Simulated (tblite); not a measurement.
Species: C4H11NSi2.
Cartesian coordinates in Å at the GFN2-xTB level; atoms count from 1:
```
atom  x, y, z in Å
Si1   -1.0653    1.8644   -0.3006
N2    -0.7872    0.1651   -0.0532
Si3   -1.9601   -1.1245   -0.0334
C4     0.5425   -0.2728   -0.0055
C5     1.2667   -1.1092    1.0009
C6     1.8245    0.2119    0.5609
C7     1.7126   -0.0522   -0.9143
H8    -0.8194    2.2343   -1.7008
H9    -0.1412    2.5945    0.5689
H10   -2.4569    2.0990    0.0634
H11   -1.8623   -1.8252    1.2513
H12   -1.6636   -2.0553   -1.1263
H13   -3.2644   -0.4953   -0.2010
H14    1.7591   -2.0237    0.6833
H15    0.8401   -1.1675    1.9949
H16    2.1603    1.0633    1.1108
H17    2.2371   -0.9051   -1.3355
H18    1.6685    0.8047   -1.5754
```

Computed values, GFN2-xTB/tblite, gas phase, harmonic and unscaled. Against measured fundamentals such values can be off by several per cent, at times by over 20. Modes of hydrogen on silicon can be 10 to 20 % off. One conformer, not necessarily the lowest. The optimisation stopped once no atom felt more than 0.01 eV/Å.

Lowest wavenumbers of the output (negative numbers stand for imaginary wavenumbers):
```
mode    cm-1
  1     -24.7
  2      37.0
  3      79.6
  4     149.8
  5     151.6
  6     198.3
  7     376.5
  8     381.9
  9     431.3
 10     503.0
 11     556.1
 12     571.0
 13     584.1
 14     591.3
 15     751.2
```

Problem. Is this structure a minimum?

Solution. Not by this Hessian. 1 mode is imaginary beyond 20i (25i cm⁻¹), so at this level the point lies at or near a first-order saddle. The curvature is small, so loose convergence or finite differences may be the whole cause.

Problem. Which atoms move in the imaginary mode?

Solution. 25i: C5 (three-membered-ring carbon) 15 %, H12 (Si–H hydrogen) 14 %, H11 (Si–H hydrogen) 14 %, C7 (three-membered-ring carbon) 14 %. These are shares of the mass-weighted motion.

Problem. What is the remedy?

Solution. Step along that mode in both directions, optimise again with tighter thresholds and repeat the frequencies. The zero-point energy of this point (81.1 kcal/mol) counts the 47 real modes alone, and thermal corrections from it aren't those of a minimum.

On one thread of an Arm Neoverse N1, no GPU, shared host, this took 1.2 s wall. The figure is for the frequency step alone.
